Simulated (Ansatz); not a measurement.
GeH6O2Si, SMILES `O[SiH](O)[GeH3]` at its PBE0-D4/def2-TZVP geometry, where that method's forces vanish. Charge 0, multiplicity 1.

| atom | x (Å) | y (Å) | z (Å) |
| --- | --- | --- | --- |
| O1 | 1.697 | 0.293 | 1.131 |
| Si2 | 0.886 | -0.405 | -0.117 |
| O3 | 1.291 | 0.198 | -1.592 |
| Ge4 | -1.468 | -0.169 | 0.224 |
| H5 | 1.399 | 1.140 | 1.462 |
| H6 | 1.344 | -1.809 | -0.136 |
| H7 | 0.898 | 1.022 | -1.880 |
| H8 | -1.849 | 1.329 | 0.221 |
| H9 | -1.915 | -0.750 | 1.577 |
| H10 | -2.283 | -0.849 | -0.889 |

(1) For each bond, give half the difference of the two atoms' forces along it (eV/Å; positive pushes the atoms apart) under PBE-D4, r2SCAN-D4, B3LYP-D4, ωB97M-V in def2-TZVPP. (Best estimate.)

## Answers

(1) Ansatz gave: 
```csv
bond,length (Å),PBE-D4,r2SCAN-D4,B3LYP-D4,ωB97M-V
O1–Si2,1.644,0.27,0.05,0.12,0.11
O1–H5,0.958,0.34,0.02,-0.02,-0.06
Si2–O3,1.644,0.27,0.05,0.12,0.11
Si2–Ge4,2.390,-0.22,-0.05,0.05,-0.02
Si2–H6,1.477,0.06,-0.02,-0.18,-0.20
O3–H7,0.958,0.34,0.02,-0.02,-0.06
Ge4–H8,1.545,0.09,-0.03,0.00,-0.06
Ge4–H9,1.538,0.09,-0.03,-0.01,-0.06
Ge4–H10,1.538,0.09,-0.03,-0.01,-0.06
```

B3LYP here is the variant with VWN-RPA as its local correlation; programs differ in this.
